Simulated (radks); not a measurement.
Values are calculated unless marked as measured or tabulated.
Spherical quantum dot in the effective-mass picture: electrons in a hard-walled sphere of radius 2.14, with a point charge +2 (a donor) at the centre, all in effective atomic units (hartree* = m*/eps^2 hartree, bohr* = eps/m* bohr), one dielectric constant everywhere. Level of theory: non-relativistic Kohn-Sham, PBEsol, spin-polarised, spherical densities (a radial shooting solver with Libxc functionals). Levels are named by radial order and angular momentum (1s, 1p, 1d, 2s, ...), and open shells are averaged over m.

N = 21, configuration 1s2 1p6 1d10 2s2 1f(up 1, down 0). This is the lowest configuration that the search found. Occupied and some empty levels:

level    occupation  eigenvalue (hartree*)  <r> (bohr*)
1s up             1                 12.592        1.169
1s down           1                 12.609        1.165
1p up             3                 13.510        1.398
1p down           3                 13.534        1.397
1d up             5                 14.663        1.481
1d down           5                 14.689        1.480
2s up             1                 14.974       0.9247
2s down           1                 14.985       0.9278
1f up             1                 16.143        1.539
1f down           0                 16.171        1.538
2p up             0                 17.923        1.095
2p down           0                 17.935        1.095
1g up             0                 17.937        1.583
1g down           0                 17.965        1.583
2d up             0                 20.472        1.208
2d down           0                 20.487        1.208

Energy (hartree*): total 160.472, kinetic 69.388, external -36.874, Hartree 143.50, exchange-correlation -15.544.
